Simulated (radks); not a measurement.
Spherical jellium clusters: N electrons in a uniform positive sphere of charge N and radius rs N^(1/3), rs = 4.28 bohr. Calculated with a radial shooting solver with Libxc functionals: non-relativistic Kohn-Sham, LDA (Slater exchange, Perdew-Wang correlation), spin-polarised, spherical densities. Levels are named by radial order and angular momentum (1s, 1p, 1d, 2s, ...), and open shells are averaged over m.

N = 20, configuration 1s2 1p6 1d10 2s2. This is the lowest configuration that the search found. Occupied and some empty levels:

level,occupation,eigenvalue (eV),<r> (bohr)
1s,2,-4.6053,7.525
1p,6,-3.9858,8.647
1d,10,-3.1536,9.496
2s,2,-2.5788,7.750
1f,0,-2.1621,10.28
2p,0,-1.5127,9.747
1g,0,-1.0612,11.15

Energy (eV): total -37.7866, kinetic 29.835, external -1111.8, Hartree 550.62, exchange-correlation -68.589, background 562.14. Static polarisability (adiabatic kernel): 2091 bohr^3, against R^3 = 1568 for a classical metal sphere.
